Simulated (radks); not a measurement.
The oxygen anion O2-, [Ne], held by a Watson sphere: a shell of charge +2.95 at radius R that stands for the Madelung well of a crystal (potential energy -2.95/R inside, -2.95/r outside, in hartree with lengths in bohr). All-electron calculation, scalar-relativistic Kohn-Sham, PBE, spin-polarised, spherical densities, finite nucleus; Fermi nuclear charge, rms radius of each element as measured or else 0.836 A^(1/3) + 0.57 fm. Program: a radial shooting solver on a logarithmic mesh with Libxc functionals. Response by self-consistent Sternheimer equations with the Hartree and adiabatic LDA kernel, the relativistic mass of each level held fixed and spin-orbit coupling left out. The sphere does not respond.

| R (bohr) | e(1s) (eV) | e(2s) (eV) | e(2p) (eV) | <r> 2p (bohr) | sum of <r^2> (bohr^2) | X-ray form factor at sin(theta)/lambda = 0.2 1/angstrom | alpha (bohr^3) |
|---|---|---|---|---|---|---|---|
| 1.62 | -519.17 | -36.412 | -21.275 | 1.312 | 16.62 | 6.534 | 6.008 |
| 2.09 | -517.79 | -31.866 | -17.428 | 1.437 | 19.92 | 6.182 | 10.02 |
| 2.3 | -517.08 | -30.241 | -15.992 | 1.487 | 21.33 | 6.068 | 12.43 |
| 2.5 | -516.39 | -28.891 | -14.767 | 1.531 | 22.65 | 5.979 | 15.17 |
| 2.79 | -515.43 | -27.224 | -13.214 | 1.592 | 24.56 | 5.880 | 20.05 |
| 2.96 | -514.90 | -26.382 | -12.411 | 1.625 | 25.68 | 5.835 | 23.49 |
| 3.01 | -514.74 | -26.151 | -12.189 | 1.635 | 26.01 | 5.823 | 24.60 |
| 3.38 | -513.70 | -24.648 | -10.717 | 1.703 | 28.48 | 5.755 | 34.24 |
| 3.58 | -513.19 | -23.964 | -10.033 | 1.739 | 29.85 | 5.730 | 40.69 |
